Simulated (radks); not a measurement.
Values are calculated unless marked as measured or tabulated.
The gold anion Au-, [Hg], held by a Watson sphere: a shell of charge +1 at radius R that stands for the Madelung well of a crystal (potential energy -1/R inside, -1/r outside, in hartree with lengths in bohr). Level of theory: scalar-relativistic Kohn-Sham, LB94 model potential, spin-polarised, spherical densities, finite nucleus; Fermi nuclear charge, rms radius of each element as measured or else 0.836 A^(1/3) + 0.57 fm (a radial shooting solver on a logarithmic mesh with Libxc functionals). Response by self-consistent Sternheimer equations with the Hartree and adiabatic LDA kernel, the relativistic mass of each level held fixed and spin-orbit coupling left out. The sphere does not respond.

R (bohr)  e(5p) (eV)  e(5d) (eV)  e(6s) (eV)  <r> 6s (bohr)  sum of <r^2> (bohr^2)  X-ray form factor at sin(theta)/lambda = 0.1 1/angstrom  alpha (bohr^3)
3.28         -64.910     -11.585     -10.662          2.799                  68.33                                                   75.645           40.58
3.84         -64.133     -10.782      -9.915          2.859                  69.48                                                   75.606           45.06
4.38         -63.484     -10.122      -9.272          2.900                  70.26                                                   75.583           48.77
4.45         -63.407     -10.044      -9.194          2.905                  70.34                                                   75.581           49.20
5.22         -62.651      -9.282      -8.436          2.940                  71.01                                                   75.565           53.12
5.25         -62.624      -9.256      -8.410          2.940                  71.03                                                   75.564           53.25
6.54         -61.682      -8.311      -7.463          2.965                  71.53                                                   75.555           56.92
6.58         -61.657      -8.287      -7.439          2.966                  71.54                                                   75.555           57.00
